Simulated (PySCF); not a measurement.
# How the method changes the constants of MgBi

State: ⁴Σ⁻ (quartet), unpaired electrons σ ↑, π ↑↑. Set-up: basis Mg aug-cc-pVDZ, Bi aug-cc-pVDZ-PP with ECP60; scalar-relativistic core potentials; PySCF 2.14. De refers to Mg + Bi in their high-spin ground configurations, without counterpoise correction. The functionals are run spin-unrestricted. A positive dipole means Mg(−)Bi(+). Levels whose curve was spin-contaminated or gave no clean fit are not listed.

| Level | Re (Å) | ωe (cm⁻¹) | De (eV) | μ (D) |
| --- | --- | --- | --- | --- |
| PBE | 2.978 | 180 | 0.61 | -0.80 |
| PBEsol | 2.941 | 190 | 0.72 | -0.88 |
| BLYP | 3.023 | 165 | 0.466 | -0.96 |
| r²SCAN | 2.955 | 190 | 0.66 | -0.97 |
| PBE0 | 2.955 | 184 | 0.55 | -0.90 |
| M06 | 2.964 | 188 | 0.72 | -0.69 |
| CAM-B3LYP | 2.949 | 179 | 0.408 | -1.08 |

(1) What does the step from GGA to meta-GGA do here, going from PBE to r²SCAN?

These are scalar-relativistic numbers at best; spin–orbit coupling would shift them, the dissociation energy most. The state was picked by a PBE0 search and need not be the measured ground state.

The whole job (state search and all levels along the bond) took about 3.7 min on 1 thread of Oxide Virtual Turin-like (shared host), peak memory 0.85 GiB.

## Answers

(1) r²SCAN less PBE: -2.3 pm in Re, +5.6 % in ωe, +0.05 eV in De.
